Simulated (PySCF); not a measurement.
From computed data to an observable: chemical shift, span and skew from a shielding tensor

Cl2GeH4Si, SMILES Cl[SiH](Cl)[GeH3]. Atoms are numbered in the order given.

```xyz
8

Si     0.5949     0.5816     0.0000
Cl     1.4896    -0.2141     1.6802
Cl     1.4896    -0.2141    -1.6802
Ge    -1.6676    -0.0701     0.0000
H      0.8463     2.0427     0.0000
H     -2.3704     0.4690    -1.2538
H     -2.3704     0.4690     1.2538
H     -1.7178    -1.6026     0.0000
```

The structure is a stationary point at ωB97X-D3(BJ)/def2-SVP. The structure was generated by enumeration, and PubChem lists no compound with its InChIKey, so it may never have been made.

GIAO shieldings from KT2/pcSseg-1 (PySCF), non-relativistic, no solvent. The symmetric part of the tensor of Si1 has the principal values 283.0, 342.8, 352.2 ppm. The same nucleus in TMS has σ = 361.9 ppm at this level (PySCF, at its B3LYP-D3(BJ)/def2-TZVP geometry). Without spin–orbit terms, shifts of atoms bonded to Cl or Br come out too high.

Task: Work out the isotropic shielding, the ²⁹Si shift against TMS, the span and the skew.

Result: 
σ(iso) = (σ11 + σ22 + σ33)/3 = 326.0 ppm. δ = σ(ref) − σ(iso) = 361.9 − (326.0) = 35.9 ppm.
Span Ω = σ33 − σ11 = 69.2 ppm. Skew κ = 3(σ(iso) − σ22)/Ω = -0.73. Tumbling in solution averages the tensor to δ; in a static solid the shielding alone would spread this spin-1/2 line over Ω.
